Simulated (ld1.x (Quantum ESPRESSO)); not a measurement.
# Before and after: PAW potential for selenium (Se)

```
Element                 : Se (Z = 34)
Generator               : ld1.x (Quantum ESPRESSO) 7.5
Type                    : PAW
Functional              : PBE
Relativity              : scalar-relativistic
Frozen core             : [Ar] 3d10
Valence charge          : 6
Reference configuration : 4s2 4p4
Partial waves           : 4s (bound): rcut 1.30, rcutus 1.70 bohr; 4s channel at 0.9 Ry: rcut 1.30, rcutus 1.70 bohr; 4p (bound): rcut 1.65, rcutus 2.00 bohr; 4p channel at 1.35 Ry: rcut 1.65, rcutus 2.00 bohr; 4d channel at 0.1 Ry: rcut 1.65, rcutus 1.90 bohr
Local potential         : all-electron potential smoothed inside 1.90 bohr (lloc = -2)
Core correction         : Bessel-smoothed model core, default radius (core density twice the valence density)
Augmentation charge     : PSQ, inside the norm-conserving radii
```

Change: waves 4p (bound): rcut 1.65, rcutus 2.30 bohr; 4p channel at 1.35 Ry: rcut 1.65, rcutus 2.30 bohr.

Cutoffs: the cutoffs (Ry, on a coarse ladder) from which the occupation-weighted sum of valence levels, in a spherical-Bessel basis at the reference potential, stays within 10 and 1 mRy of its value at 400 Ry; they do not see the model core or the augmentation charge, which bear on the density cutoff. Errors are all-electron minus pseudo energies relative to the spin-unpolarised reference configuration.

Q: Predict the effect on cutoff, ghosts and configuration errors.

A: The potential gets softer (15 Ry and 21 Ry → 12 Ry and 18 Ry); the errors of the 7 common tests hardly move; neither file shows a bound ghost. A larger radius leaves more room for a smooth pseudo-wave, so fewer plane waves are needed.

| quantity | base | changed |
| --- | --- | --- |
| cutoff, loose | 15 Ry | 12 Ry |
| cutoff, tight | 21 Ry | 18 Ry |
| bound ghosts | none | none |
| error for 4s2 4p3, meV [ΔE 10.84 eV] | -4.4 | -4.4 |
| error for 4s2 4p2, meV [ΔE 31.19 eV] | -28 | -28 |
| error for 4s2 4p1, meV [ΔE 62.06 eV] | -101 | -102 |
| error for 4s1 4p4, meV [ΔE 22.38 eV] | -17 | -17 |
| error for 4s1 4p5, meV [ΔE 10.88 eV] | -5.7 | -5.2 |
| error for 4s2 4p3.5, meV [ΔE 4.31 eV] | -1.2 | -1.1 |
| error for 4s2 4p0, meV [ΔE 104.25 eV] | -284 | -284 |
| lowest overlap eigenvalue by channel | s 0.40, p 0.69, d 1.00 | s 0.40, p 0.67, d 1.00 |
